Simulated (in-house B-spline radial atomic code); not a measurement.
Ionising Eu⁺ with different functionals

Computed with a radial B-spline atomic code at the basis-set limit: four-component Dirac-Coulomb Hamiltonian, Fermi nucleus of rms radius 5.1115 fm, spin-restricted, spherical fractional occupations for the functionals, and exact exchange of hybrids averaged over the configuration. The ionisation energy is the difference of two self-consistent energies, [Xe] 4f7 6s1 → [Xe] 4f7, without Breit or QED terms; ε is the level of the shell that loses the electron (mean over j).

| method | rung | ΔSCF (eV) | -ε(6s) (eV) |
| --- | --- | --- | --- |
| PBE0 | global hybrid | 11.08 | 9.13 |
| B3LYP | global hybrid | 11.38 | 9.19 |
| B97-1 | global hybrid | ? | ? |
| LC-wPBE | range-separated hybrid | ? | ? |

Q: What does B97-1 give?

A: ΔSCF 11.11 eV, and -ε(6s) = 9.04 eV.

Q: What does LC-wPBE give?

A: ΔSCF 10.90 eV, and -ε(6s) = 10.89 eV.

Q: Among the functionals, which spreads more, the ΔSCF values or the orbital energies?

A: The orbital energies: ΔSCF values span about 0.48 eV and the orbital energies 1.85 eV.

Q: How do they compare with the NIST value?

A: NIST lists 11.24 eV ± 0.006 (semi-empirical, ground level to ground level). Errors run from -0.34 to +0.14 eV; B97-1 is closest (-0.13 eV), but part of that can be cancellation, since the calculations leave out Breit-QED terms, spin polarisation, the choice among j levels, multiplet and fine-structure energies.
